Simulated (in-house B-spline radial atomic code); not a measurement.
## Ionising Zr with different functionals

Computed with a radial B-spline atomic code at the basis-set limit: four-component Dirac-Coulomb Hamiltonian, Fermi nucleus of rms radius 4.2694 fm, spin-restricted, spherical fractional occupations for the functionals. The ionisation energy is the difference of two self-consistent energies, [Kr] 4d2 5s2 → [Kr] 4d2 5s1, without Breit or QED terms; ε is the level of the shell that loses the electron (mean over j).

Hybrids are left out here: with spherical fractional occupations of an open shell their exact exchange keeps a self-interaction that integer-occupation calculations don't have.

| method | rung | ΔSCF (eV) | -ε(5s) (eV) |
| --- | --- | --- | --- |
| LDA VWN5 | LDA | 7.34 | 4.59 |
| relativistic LDA | LDA | 7.33 | 4.58 |
| LDA PW92 | LDA | 7.34 | 4.59 |
| LDA exchange-only | LDA | 6.44 | 3.73 |
| PBE | GGA | 7.14 | 4.44 |
| PBEsol | GGA | ? | ? |
| BLYP | GGA | 7.06 | 4.30 |
| RPBE | GGA | 7.05 | 4.38 |
| PW91 | GGA | ? | ? |
| BP86 | GGA | 7.31 | 4.58 |
| AM05 | GGA | 7.10 | 4.39 |
| OLYP | GGA | 6.77 | 4.12 |

**Question.** What does PBEsol give?

**Answer.** ΔSCF 7.17 eV, and -ε(5s) = 4.46 eV.

**Question.** What does PW91 give?

**Answer.** ΔSCF 7.19 eV, and -ε(5s) = 4.48 eV.

**Question.** How do they compare with the NIST value?

**Answer.** NIST lists 6.634 eV (measured, ground level to ground level). Errors run from -0.20 to +0.71 eV; OLYP is closest (+0.13 eV), but part of that can be cancellation, since the calculations leave out Breit-QED terms, spin polarisation, the choice among j levels, multiplet and fine-structure energies.
